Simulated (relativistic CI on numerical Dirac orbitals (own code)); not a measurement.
In27+: sensitivity of the levels to the model

Base calculation: Dirac-Coulomb-Breit CI, orbitals from a KLI potential per configuration, model QED (radiative potential, 1s self-energy scaled to tabulated hydrogen-like ionisation energies), unscaled Slater integrals.

Configurations in the expansion (outside the closed core [Ne]): 3s2.3p6.3d4, 3s2.3p5.3d5, 3s.3p6.3d5, 3s2.3p6.3d3.4s, 3s2.3p6.3d3.4p, 3s2.3p6.3d3.4d, 3s2.3p6.3d3.4f, 3s2.3p5.3d4.4s, 3s.3p6.3d4.4s, 3s2.3p6.3d2.4s.4p, 3s2.3p6.3d3.5s, 3p6.3d6, 3p5.3d7, 3s2.3p6.3d2.4s2, 3s2.3p6.3d.4s2.4p, 3s2.3p6.3d.4s2.4d, 3s2.3p6.3d.4s2.4f, 3p6.3d5.4s, 3p5.3d6.4s. Double excitations out of closed p, d and f shells are left out; levels of such configurations are missing from the list, as are those of other unlisted configurations, and high levels can miss mixing partners.

The lowest level and the first level of each name with at least 55 % of one term (blank where a level has no safe partner in the second run):

```csv
Level,Base (cm⁻¹),Shift (cm⁻¹)
3s2.3p6.3d4 5D_0,0,0
3s2.3p6.3d4 5D_1,37045,+2479
3s2.3p6.3d4 5D_2,64917,+4436
3s2.3p6.3d4 5D_3,83987,+5621
3s2.3p6.3d4 3G_3,162450,+4970
3s2.3p6.3d4 3F_2,167695,+4316
3s2.3p6.3d4 3H_5,170965,+8308
3s2.3p6.3d4 3P_1,177206,+5198
3s2.3p6.3d4 3H_6,183297,+10430
3s2.3p6.3d4 3G_4,202124,+8077
3s2.3p6.3d4 3G_5,254662,+11118
3s2.3p6.3d4 1I_6,264005,+12180
3s2.3p6.3d4 3D_1,266281,+6889
3s2.3p6.3d4 1S_0,297393,+7933
3s2.3p6.3d4 1F_3,317015,+8787
3s2.3p6.3d4 1G_4,399394,+9338
3s2.3p6.3d4 3P_0,401028,+6600
3s2.3p6.3d4 1D_2,483000,+7410
3s2.3p5.3d5 7P°_4,1325540,+11113
3s2.3p5.3d5 7P°_3,1387835,+10691
3s2.3p5.3d5 5P°_1,1461983,+10251
3s2.3p5.3d5 5G°_6,1465876,+14169
```

At this charge energies of transitions that change n are usually good to better than 1 %, and those within a shell (Δn = 0) to a few per cent. Terms inside the open d or f shell come out 10 to 20 % too wide with unscaled integrals.

Task: One thing was changed in a second run, which moved the levels as shown. Which?
A. Breit term removed
B. QED terms removed
C. valence Slater integrals scaled by 0.9
D. only the first 3 configurations
E. configuration mixing switched off

Result: A. Breit term removed. The Breit term mainly narrows fine-structure intervals, so removing it widens them.

LS names give the leading component of a level, which can be under half, so a name can repeat, a term be missing and a line seem to break the LS rules.
